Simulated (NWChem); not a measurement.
BeNH3Se; SMILES [Be]([SeH])[NH2]

```xyz
6

Be     0.0286    -1.1384    -0.0006
N     -0.0050    -2.6343     0.0014
H     -0.0309    -3.2244    -0.8241
H     -0.0103    -3.2221     0.8287
Se     0.1189     0.8932    -0.0034
H     -1.3498     0.9959     0.0150
```
Atoms are numbered in this order, from 1.

All runs: NWChem. STO-3G and 3-21G are far too small for this property and stand as cheap habits. The geometry was optimised at PBE0/def2-SVP. GIAO values for the isolated, static molecule; σ is the absolute isotropic shielding, δ = σ(reference) − σ with the isolated reference molecule computed at the same levels (1H: tetramethylsilane, 15N: ammonia). Spin-orbit effects, on the heavy nuclei and on their neighbours, are missing.

For level KT2/pcSseg-1:

```yaml
"σ Be1 (ppm)": 88.7
"δ N2 (ppm)": 39.9
"δ H3 (ppm)": 1.44
"σ Se5 (ppm)": 2288.1
"δ H6 (ppm)": 0.03
```

Question: What are these values for level Hartree-Fock/STO-3G?

Answer: σ Be1 (ppm): 97.7
δ N2 (ppm): 7.4
δ H3 (ppm): 1.70
σ Se5 (ppm): 2939.5
δ H6 (ppm): -0.58
